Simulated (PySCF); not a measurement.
# Correlation energy of As⁺ (arsenic, charge +1)

[Ar] 3d10 4s2 4p2, high-spin 3P determinant. Computed with PySCF 2.14 in x2c-TZVPall (6s5p4d1f, 48 functions), with scalar relativity by spin-free X2C-1e. Frozen: [Ar] 3d10; 4 electrons correlated.

MP2 pair energies summed by pair of shells (mhartree):

| pair | energy | share (%) |
| --- | --- | --- |
| 4s-4p | -32.65 | 61.9 |
| 4s-4s | -14.90 | 28.3 |
| 4p-4p | -5.19 | 9.8 |

Total MP2 correlation energy: -52.74 mhartree.

Same-spin part -8.81 and opposite-spin part -43.93 mhartree; SCS-MP2 scales them by 1/3 and 6/5 to -55.65 mhartree.

| level | correlation energy (mhartree) |
| --- | --- |
| CCSD | -67.72 |
| (T) | -1.58 |
| CCSD(T) | -69.30 |

Diagnostics: T1 = 0.0070, D1 = 0.0190, largest double amplitude 0.090.

Cost of the coupled-cluster step: 0.49 s of wall time on 1 thread of Neoverse-V2 (shared host), for 4 correlated electrons.
